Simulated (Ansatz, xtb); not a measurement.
**Ligand exchange: GeH2(CH3)F + C3H5F → GeH3(CH3) + C3H4F2**

Species: GeH2(CH3)F, singlet; C3H5F (allyl fluoride) `C=CCF`, singlet; GeH3(CH3) (methyl germane), singlet; C3H4F2 `F/C=C\CF`, singlet. The partners trade F for H: Ge–F and C–H bonds give way to Ge–H and C–F.

Shapes, held fixed at every level: PBE0-D4/def2-TZVP. Flexible molecules stand in one conformer, not always the lowest. Programs: Ansatz 0.2.0, xtb 6.7.1. Electronic energies: no zero-point or thermal term.

```json
{"level": "GFN0-xTB", "kind": "semi-empirical", "ΔE (kJ/mol)": "+7.8", "less CCSD(T)/def2-TZVPP": "-131.0"}
{"level": "HF/def2-TZVPP", "kind": "Hartree–Fock", "ΔE (kJ/mol)": "+146.9", "less CCSD(T)/def2-TZVPP": "+8.1"}
{"level": "r2SCAN-D4/def2-TZVPP", "kind": "meta-GGA", "ΔE (kJ/mol)": "+131.4", "less CCSD(T)/def2-TZVPP": "-7.4"}
{"level": "wB97M-V/def2-TZVPP", "kind": "range-separated hybrid", "ΔE (kJ/mol)": "+134.5", "less CCSD(T)/def2-TZVPP": "-4.3"}
{"level": "wB97X-V/def2-TZVPP", "kind": "range-separated hybrid", "ΔE (kJ/mol)": "+134.0", "less CCSD(T)/def2-TZVPP": "-4.8"}
{"level": "B2PLYP/def2-TZVPP", "kind": "double hybrid", "ΔE (kJ/mol)": "+140.0", "less CCSD(T)/def2-TZVPP": "+1.2"}
{"level": "CCSD/def2-TZVPP", "kind": "coupled cluster or CI", "ΔE (kJ/mol)": "+140.3", "less CCSD(T)/def2-TZVPP": "+1.5"}
{"level": "CCSD(T)/def2-TZVPP", "kind": "coupled cluster or CI", "ΔE (kJ/mol)": "+138.8", "less CCSD(T)/def2-TZVPP": "0.0"}
```

The highest level, CCSD(T)/def2-TZVPP, gives ΔE = +138.8 kJ/mol; the levels span +7.8 to +146.9. GFN0-xTB strays far from the other rows. The column of differences is taken from that level and isn't an error. No measured value is set beside it here. Relativity is left out for Ge. Outer-core shells of Ge are correlated, in sets that cover them unevenly.
